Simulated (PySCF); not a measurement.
The vertical singlet excitations below were computed for one of the candidates. The calculation used TDDFT CAM-B3LYP/def2-SVPD, vertical, gas phase, core orbitals frozen in the response in PySCF. Geometries: GFN2-xTB, one conformer each.

```csv
state,E (eV),λ (nm),f
S1,6.16,201.3,0.040
S2,6.59,188.2,0.0073
S3,6.91,179.5,0.067
S4,6.94,178.7,0.016
S5,7.14,173.5,0.016
S6,7.28,170.3,0.155
S7,7.35,168.6,0.087
S8,7.54,164.5,0.062
```

Triplets computed (Tamm–Dancoff): 5.47, 5.96, 6.17 eV.

Question: Which structure fits? All have the formula CH11ClSi4.
A. `[SiH3][SiH2]C[SiH2][SiH2]Cl`
B. `[SiH3]C[Si@H]([SiH3])[SiH2]Cl`
C. `[SiH3][SiH2][C@@H]([SiH3])[SiH2]Cl`

Answer: B. Its S1, at 6.16 eV, is the lowest among the candidates; the nearest of the others has S1 at 6.43 eV. S1 is HOMO→LUMO (90%). Löwdin shares by element: HOMO silicon 53% or more, chlorine 25% (atoms not listed hold the other 22%); LUMO silicon 61% or more, chlorine 9% (atoms not listed hold the other 30%). At the same level the other candidates give, for their lowest levels:
- `[SiH3][SiH2][C@@H]([SiH3])[SiH2]Cl`: 7.32 eV (f 0.022); 7.44 eV (f 0.025); 7.47 eV (f 0.004); 7.59 eV (f 0.018); 7.62 eV (f 0.008); T1 6.47 eV; HOMO -9.87, LUMO 0.59 eV
- `[SiH3][SiH2]C[SiH2][SiH2]Cl`: 6.43 eV (f 0.011); 6.88 eV (f 0.016); 7.12 eV (f 0.012); 7.16 eV (f 0.055); 7.41 eV (f 0.017); T1 5.78 eV; HOMO -9.46, LUMO 0.33 eV

Conformer computed: `[SiH3:1][CH2:2][Si@H:3]([SiH3:4])[SiH2:5][Cl:6]`: Si1–C2–Si3–Si4 63°, C2–Si3–Si5–Cl6 106°.

Without π bonds the low states are Rydberg-like; a valence basis with one diffuse set may place them up to an eV too high.
